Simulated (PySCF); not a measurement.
# Ar⁺: fine-structure interval

Ar⁺ [Ne] 3s2 3p5 [3p1/2^2 3p3/2^3, M_J = 3/2] → Ar⁺ [Ne] 3s2 3p5 [3p1/2^1 3p3/2^4, M_J = 1/2], as a difference of total energies. Computed with PySCF 2.14 in an even-tempered Gaussian basis (19 s from 0.026 bohr⁻², ratio 2.8; 13 p from 0.034 bohr⁻², ratio 2.8; 5 d from 1 bohr⁻², ratio 3), with the two-component X2C-1e Hamiltonian. Correlated levels: 1s2 frozen; the 42 highest virtual spinors dropped. "Screened" scales the spin-orbit matrix elements by Boettger's factors to mimic the two-electron term; Breit and QED terms are absent.

```tsv
method	fine-structure interval (cm⁻¹)
GHF (screened spin-orbit)	1184.7
GMP2 (screened spin-orbit)	1367.1
GHF (bare spin-orbit)	1351.2
```

GHF and GMP2 differ strongly here because the two determinants are spin-polarised to different degrees; the interval is a small difference of such terms.

The determinant of the upper state mixes levels of different J (the jj label is only the starting occupation), so the difference between spin-free and spin-orbit rows is not the physical spin-orbit shift.

For comparison: 1431.6 cm⁻¹ (measured; NIST Handbook of Basic Atomic Spectroscopic Data (Sansonetti and Martin, J. Phys. Chem. Ref. Data 34, 1559 (2005))).
